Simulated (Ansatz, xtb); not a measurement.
**C3H6N2Si2: which of two isomers lies lower**

We compare X, `N#C[SiH2]C#C[SiH2]N`, a singlet, with Y, `C#C[Si@H](C#N)N[SiH3]`, a singlet. Both are isolated molecules in the gas phase, relaxed with r2SCAN-D4/def2-SVP; each stands in its lowest conformer found.

X (Å):

```yaml
atoms:
  - { symbol: C, position_ang: [0.3595, -3.5942, 1.5156] }
  - { symbol: C, position_ang: [0.4107, -1.5010, -0.6112] }
  - { symbol: C, position_ang: [0.1910, -0.3114, -0.8377] }
  - { symbol: N, position_ang: [0.1251, -3.8060, 2.6367] }
  - { symbol: N, position_ang: [-0.7134, 2.3175, 0.3238] }
  - { symbol: Si, position_ang: [0.7352, -3.2597, -0.2765] }
  - { symbol: Si, position_ang: [-0.1662, 1.4937, -1.0887] }
  - { symbol: H, position_ang: [-0.1492, -4.1415, -1.0825] }
  - { symbol: H, position_ang: [2.1645, -3.6032, -0.4969] }
  - { symbol: H, position_ang: [-1.2258, 1.5750, -2.1305] }
  - { symbol: H, position_ang: [1.1057, 2.1180, -1.5440] }
  - { symbol: H, position_ang: [-1.6358, 2.1025, 0.6925] }
  - { symbol: H, position_ang: [-0.0613, 2.4695, 1.0885] }
```

Y (Å):

```tsv
atom	x (Å)	y (Å)	z (Å)
C	-0.6614	-2.8595	-3.3778
C	-0.5118	-2.0210	-2.5034
C	1.5349	-0.7618	-0.8098
N	2.6663	-0.7489	-0.5308
N	-1.2236	-1.1547	0.2052
Si	-0.2953	-0.7694	-1.1927
Si	-2.0684	-0.0765	1.2994
H	-0.7894	-3.5979	-4.1504
H	-0.6443	0.5959	-1.6531
H	-1.1910	-2.1355	0.4849
H	-2.1081	1.2578	0.6377
H	-1.3828	0.0447	2.6214
H	-3.4550	-0.5727	1.5444
```

Q: Estimate which is lower in electronic energy at CCSD(T)/def2-SVP + ΔMP2/def2-TZVPP, and by roughly how much.

A: The CCSD(T)/def2-SVP + ΔMP2/def2-TZVPP calculation puts structure Y lower, by 24.5 kJ/mol.

Level by level:

```json
{"level": "r2SCAN-D4/def2-SVP", "geometry": "r2SCAN-D4/def2-SVP", "E(Y) − E(X) (kJ/mol)": "−20.6", "departure from the last row (kJ/mol)": "+3.9", "job, with rough time for the two": "optimisation, 69 s"}
{"level": "HF/def2-SVP", "geometry": "r2SCAN-D4/def2-SVP", "E(Y) − E(X) (kJ/mol)": "−27.0", "departure from the last row (kJ/mol)": "−2.5", "job, with rough time for the two": "part of the CCSD(T) run"}
{"level": "MP2/def2-SVP", "geometry": "r2SCAN-D4/def2-SVP", "E(Y) − E(X) (kJ/mol)": "−26.5", "departure from the last row (kJ/mol)": "−2.0", "job, with rough time for the two": "part of the CCSD(T) run"}
{"level": "CCSD(T)/def2-SVP", "geometry": "r2SCAN-D4/def2-SVP", "E(Y) − E(X) (kJ/mol)": "−26.6", "departure from the last row (kJ/mol)": "−2.0", "job, with rough time for the two": "single point"}
{"level": "CCSD(T)/def2-SVP + ΔMP2/def2-TZVPP", "geometry": "r2SCAN-D4/def2-SVP", "E(Y) − E(X) (kJ/mol)": "−24.5", "departure from the last row (kJ/mol)": "", "job, with rough time for the two": "single point, 65 s"}
```

As drawn, Y has 1 N–Si, 1 C–H in place of 1 C–Si, 1 N–H.

The levels shown agree on the order. The largest departure from CCSD(T)/def2-SVP + ΔMP2/def2-TZVPP is that of r2SCAN-D4/def2-SVP, 3.9 kJ/mol. Levels run at GFN2-xTB geometries aren't shown. The last row adds to CCSD(T) the change of the MP2 difference between the two basis sets, here +2.0 kJ/mol.

With thermal terms from frequencies at re-optimised GFN2-xTB minima (ideal gas, soft modes damped towards free rotors, one conformer each, 298.15 K, 1 atm): the zero-point term adds −2.0 kJ/mol; ΔH is −26.4 and ΔG −26.1 kJ/mol.

The correlated steps freeze 15 core orbitals. Mirror images aren't counted in ΔG. Codes used: Ansatz 0.2.0, xtb 6.7.1; the last row on 4 threads of Arm Neoverse V1 on a shared host.
